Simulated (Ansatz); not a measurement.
## Strength of the C–O bond: C4H11AlO → C4H9 + AlH2O

Species: C4H11AlO `CC(C)(C)[O][AlH2]`, singlet; C4H9 `C[C](C)C`, doublet; AlH2O `[O][AlH2]`, doublet. 

Shapes, held fixed at every level: PBE0-D4/def2-TZVP. Flexible molecules stand in one conformer, not always the lowest. Programs: Ansatz 0.2.0. Electronic energies: no zero-point or thermal term.

```tsv
level	kind	ΔE (kJ/mol)	less CCSD(T)/CBS estimate
SPW92/def2-TZVPP	LDA	+484.0	+51.3
PBE-D4/def2-TZVPP	GGA	+401.0	-31.7
wB97X-V/def2-TZVPP	range-separated hybrid	+417.5	-15.2
B2PLYP/def2-TZVPP	double hybrid	+401.8	-30.9
MP2/def2-SVP	perturbation theory	+455.0	+22.3
CCSD/def2-SVP	coupled cluster or CI	+408.8	-23.9
CCSD/def2-TZVPP	coupled cluster or CI	+405.3	-27.4
CCSD(T)/CBS estimate	coupled cluster or CI	+432.7	0.0
```

The highest level, CCSD(T)/CBS estimate, gives ΔE = +432.7 kJ/mol; the levels span +401.0 to +484.0. The column of differences is taken from that level and isn't an error. No measured value is set beside it here. Open shells run unrestricted unless RO is named. The CBS estimate extrapolates MP2 from def2-TZVPP and def2-QZVPP and adds CCSD(T) − MP2 in the triple-zeta set, cores frozen.
